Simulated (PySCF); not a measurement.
# From computed data to an observable: dipole moment from atomic charges

(E)-2-chloro-1,3,3-trifluoroprop-1-ene (C₃H₂ClF₃), SMILES F/C=C(/Cl)C(F)F. Atoms are numbered in the order given.

```xyz
9

F      0.8781    -2.1214     0.3899
C      1.2293    -0.8447     0.3313
C      0.3983     0.1367    -0.0378
Cl     0.9865     1.7764    -0.0548
C     -1.0485     0.0098    -0.4425
F     -1.3922    -1.2836    -0.6286
F     -1.8496     0.5249     0.5267
H      2.2707    -0.6597     0.6092
H     -1.2421     0.5695    -1.3752
```

Geometry: B3LYP-D3(BJ)/def2-SVP. Other conformers were not sampled.

Charges (e) from PySCF with PBE/def2-TZVP:

```csv
atom,IAO,Mulliken
F1,-0.217,-0.121
C2,0.143,0.021
C3,-0.117,0.035
Cl4,0.005,-0.081
C5,0.421,0.238
F6,-0.273,-0.146
F7,-0.283,-0.152
H8,0.169,0.127
H9,0.151,0.080
```

The dipole moment of the full density is 1.72 D.

Question: What dipole moment does each set of point charges give, and which comes closer to that of the density?

Answer: 
μ = Σ q r, and 1 e Å = 4.8032 D.
IAO: Σ q r = (0.602, 0.513, -0.302) e Å, |μ| = 4.07 D.
Mulliken: Σ q r = (0.277, 0.172, -0.163) e Å, |μ| = 1.75 D.
Mulliken comes closer in size. Point charges leave out the atoms' own dipoles (lone pairs, polarised bonds); fits to the potential absorb them, partitions of the density don't.
